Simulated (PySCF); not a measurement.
Predicted spectroscopic data

Equivalent nuclei averaged, non-relativistic Hamiltonian, one conformer, isolated molecule. Coordinates at the GFN2-xTB level; shieldings: GIAO PBE0/pcSseg-1; PySCF 2.14.0 with density-fitted response routines.

Referencing at the same level of theory: TMS for ¹H and ¹³C. Splittings of carbon signals by F and P are missing where no couplings were computed. Where no couplings were computed, multiplicities follow the n + 1 count of equivalent neighbours, and m marks all less simple cases (inequivalent or close neighbours, rings, F or P nearby). Shifts are as computed. Against solution values, carbons near 30 ppm lie about +3 ppm off and those near 130 ppm about +5 ppm. Of 1309 compounds with measured shifts, 239 miss one by over three times the rms of a fit or turn the order of signals round; such compounds aren't used in these exercises.

Compound 1 (C3H9FP2Si). ¹H NMR (600 MHz, computed): δ 5.25 (m, 1H), 2.84 (m, 1H), 2.34 (m, 1H), 1.58 (m, 2H), 1.41 (m, 1H), 1.35 (m, 2H), 1.12 (m, 1H). ¹³C{¹H} NMR (computed): δ 97.4, 32.2, 12.9. Structure: SMILES F[C@@H]1CC[Si]1(P)P.

Compound 2 (C5H8F2O2Si). ¹H NMR (600 MHz, computed): δ 8.64 (m, 1H), 6.00 (m, 1H), 5.15 (s, 3H), 2.30 (s, 3H). ¹³C{¹H} NMR (computed): δ 201.2, 166.6, 115.2, 115.0, 35.4. Structure: SMILES CC(=O)/C=C(/O[SiH3])C(F)F.

Compound 3 (CH8F3NSi3). ¹H NMR (600 MHz, computed): δ 4.83 (m, 2H), 4.81 (s, 6H). ¹³C{¹H} NMR (computed): δ 138.6 (C). Structure: SMILES FC(F)(F)[SiH2]N([SiH3])[SiH3].
